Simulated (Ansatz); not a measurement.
Several settings on one geometry of [BBrH3]- (BH₃Br⁻) (that of the charge -1 singlet, PBE-D4/def2-TZVPD). Ansatz on 4 threads of Arm Neoverse V1 on a shared host; times are rough.

```xyz
5

B    -0.002    0.003   -0.238
Br    0.015   -0.022    1.921
H     1.175    0.011   -0.569
H    -0.598    1.025   -0.545
H    -0.590   -1.018   -0.568
```

Totals from different functionals, basis sets or treatments of relativity can't be compared as stabilities.

Correlated methods freeze 10 core orbitals; core or outer-core shells of Br are correlated, in sets that lack core-valence functions.

The spins typed aren't always the lowest for that charge.

Question: Give the basis size and estimate the energy, ⟨S²⟩ and time of these runs.

```json
{"run": "1", "method": "UKS SVWN5/def2-SVP", "charge": "0", "state": "doublet", "further keys": "final_grid: {core_spheres: 5, valence_spheres: 4, degree: 11}; scf: {omitted_lower_state_checks: [starts]}; forces asked"}
{"run": "2", "method": "RKS rPW86-PBE-D3(BJ)/def2-mTZVP", "charge": "-1", "state": "singlet", "further keys": "accuracy: high; scf: {omitted_lower_state_checks: [starts]}; forces asked"}
{"run": "3", "method": "UKS PBE-QIDH/def2-TZVP", "charge": "-1", "state": "triplet", "further keys": "scf: {lower_state_search: off}; forces asked"}
```

Answer: 
```tsv
run	functions	energy (Eh)	⟨S²⟩	wall time
1	61	-2596.5318	0.75	0.35 s
2	64	-2601.8065	–	2.5 s
3	97	-2599.9975	2.01	9.5 s
```

The highest occupied level of an anion often lies above zero with these methods, and sets without diffuse functions describe the outer electron poorly.
